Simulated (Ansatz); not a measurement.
The pair A = HCl (SMILES Cl) (first 2 atoms), B = GeH4 (SMILES [GeH4]); geometry from B3LYP-D3(BJ)/def2-TZVP.
(charge 0, multiplicity 1):
```xyz
7

Cl    -0.4423     0.8932    -0.6411
H     -0.2679     0.0149     0.2811
Ge     0.0028    -0.0539     3.3258
H      0.1623    -0.9751     4.5421
H      0.0021    -0.9265     2.0533
H      1.1745     0.9321     3.2469
H     -1.3267     0.7062     3.4036
```

Cores are frozen in the correlated methods. Filled d and f shells under p-block atoms count as core.

Codes used: Ansatz (an electronic-structure program) with Gaussian orbitals. 

Total energies (hartree), monomers frozen at their geometry in the pair:

```csv
structure,HF/def2-TZVPPD,MP2/def2-SVPD,CCSD(T)/def2-TZVPPD
AB,-2537.7779123,-2537.6410238,-2538.1864274
A in the pair's basis,-460.0998277,-460.1073062,-460.3340998
B in the pair's basis,-2077.6794796,-2077.5327645,-2077.8511700
A,-460.0997765,-460.1062224,-460.3337176
B,-2077.6793840,-2077.5322918,-2077.8509538
```

### Question
Work out the interaction energy without and with the counterpoise correction, and the superposition error, for each level.

### Answer

E(AB) − E(A) − E(B), times 627.509 kcal/mol, with the monomers in their own basis and then in the pair's basis:
- HF/def2-TZVPPD: 0.78 uncorrected, 0.88 corrected; the monomers gain 0.09 kcal/mol from borrowed functions
- MP2/def2-SVPD: -1.57 uncorrected, -0.60 corrected; the monomers gain 0.98 kcal/mol from borrowed functions
- CCSD(T)/def2-TZVPPD: -1.10 uncorrected, -0.73 corrected; the monomers gain 0.38 kcal/mol from borrowed functions
